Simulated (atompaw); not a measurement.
# Cutoff test, chromium (Cr), PAW (atompaw)

chromium (Cr), PAW, made with atompaw 4.2.0.5 (LDA (PW92), scalar-relativistic). Core [Ar], reference 3d5 4s0 4p0 (charge +1). Waves: 4s (bound, empty): rc 2.65 bohr; 4s channel at 0.7 Ry: rc 2.65 bohr; 4p (bound, empty): rc 2.65 bohr; 4p channel at 0.05 Ry: rc 2.65 bohr; 3d (bound): rc 2.65 bohr; 3d channel at 3.75 Ry: rc 2.65 bohr. Local part: troulliermartins scheme with l = 3 at 0 Ry, radius 1.85 bohr. Core correction: smooth core density matched at 1.60 bohr. Augmentation charge: besselshape compensation charge, radius 2.25 bohr; PAW radius 2.65 bohr; waves and projectors: custom polynom2 7 10 vanderbiltortho.

The pseudo-atom Hamiltonian at the reference potential is diagonalised in spherical Bessel functions j_l(qr) that vanish at 20 bohr, with q² up to the cutoff. All-electron valence levels (Ry): 4s -0.7482, 4p -0.4481, 3d -0.7468.

**Question.** How do the lowest levels (Ry) of each channel move with the cutoff, and are there ghosts?

**Answer.**

```json
{"cutoff (Ry)": "8", "s #1": "-0.7481", "s #2": "-0.2077", "p #1": "-0.4474", "d #1": "-0.7083", "f #1": "-0.0510", "f #2": "0.0495", "Σ f·Δε (mRy)": "192.5"}
{"cutoff (Ry)": "12", "s #1": "-0.7481", "s #2": "-0.2078", "p #1": "-0.4479", "d #1": "-0.7360", "f #1": "-0.0510", "f #2": "0.0495", "Σ f·Δε (mRy)": "53.7"}
{"cutoff (Ry)": "18", "s #1": "-0.7482", "s #2": "-0.4125", "p #1": "-0.4480", "d #1": "-0.7442", "f #1": "-0.0510", "f #2": "0.0495", "Σ f·Δε (mRy)": "12.8"}
{"cutoff (Ry)": "25", "s #1": "-0.7482", "s #2": "-0.6243", "p #1": "-0.4481", "d #1": "-0.7451", "f #1": "-0.0510", "f #2": "0.0495", "Σ f·Δε (mRy)": "8.5"}
{"cutoff (Ry)": "30", "s #1": "-0.7482", "s #2": "-0.6597", "p #1": "-0.4481", "d #1": "-0.7461", "f #1": "-0.0510", "f #2": "0.0495", "Σ f·Δε (mRy)": "3.5"}
{"cutoff (Ry)": "40", "s #1": "-0.7482", "s #2": "-0.6803", "p #1": "-0.4481", "d #1": "-0.7464", "f #1": "-0.0510", "f #2": "0.0495", "Σ f·Δε (mRy)": "1.9"}
{"cutoff (Ry)": "50", "s #1": "-0.7482", "s #2": "-0.6821", "p #1": "-0.4481", "d #1": "-0.7466", "f #1": "-0.0510", "f #2": "0.0495", "Σ f·Δε (mRy)": "0.9"}
{"cutoff (Ry)": "60", "s #1": "-0.7482", "s #2": "-0.6831", "p #1": "-0.4481", "d #1": "-0.7467", "f #1": "-0.0510", "f #2": "0.0495", "Σ f·Δε (mRy)": "0.5"}
{"cutoff (Ry)": "400", "s #1": "-0.7482", "s #2": "-0.6842", "p #1": "-0.4481", "d #1": "-0.7468", "f #1": "-0.0510", "f #2": "0.0495", "Σ f·Δε (mRy)": "0.0"}
```

Result: ghost state, extra bound levels that the all-electron valence spectrum of the same l lacks: s at -9.3 eV (a true bound ghost makes a file unfit for plane-wave use); 10 mRy is reached at 25 Ry and 1 mRy at 50 Ry.
